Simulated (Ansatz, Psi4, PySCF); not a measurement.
HCl (SMILES Cl) and CH2O (SMILES C=O) are pulled apart as rigid monomers along the line of their centres of mass, from the B3LYP-D3(BJ)/def2-TZVP minimum. Starting geometry (charge 0, multiplicity 1):
```xyz
6

Cl    -0.1523    -0.0562     0.4435
H      0.1496     0.4924     1.5878
C     -0.3371     0.0120     3.9994
O      0.2812     0.8562     3.4032
H     -0.4021     0.0214     5.1003
H     -0.8622    -0.8027     3.4716
```

Interaction energies with rigid monomers; basis-set methods are counterpoise corrected unless marked otherwise.

Frozen-core correlation. Rows in 6-311+G** carry no dispersion term and start afresh at each structure.

Codes used: Ansatz (a first-principles code) with Gaussian orbitals; Psi4 for SAPT; PySCF for 6-311+G** rows, the dispersion terms. Each number belongs to the level named beside it.

```
H2···O4 (Å)  HF/aug-cc-pV(D+d)Z (meV)  B3LYP/6-311+G** (no counterpoise) (meV)  B3LYP-D3(BJ)/def2-TZVPPD (meV)  CCSD(T)/aug-cc-pV(D+d)Z (meV)  SAPT0/jun-cc-pV(D+d)Z (meV)
-----------  ------------------------  ---------------------------------------  ------------------------------  -----------------------------  ---------------------------
1.67                            -61.3                                   -183.9                          -238.5                         -140.8                            ?
1.86                           -139.3                                   -225.4                          -266.7                         -199.5                       -242.1
2.13                           -161.7                                   -206.9                          -234.4                         -198.0                       -221.4
2.60                           -123.0                                   -133.6                          -148.2                              ?                       -149.7
3.34                            -64.2                                    -62.4                           -65.2                          -63.8                        -74.0
```

Problem. Complete the blanks.

Solution. 
- 1.67, SAPT0/jun-cc-pV(D+d)Z (meV): -216.5
- 2.60, CCSD(T)/aug-cc-pV(D+d)Z (meV): -135.9
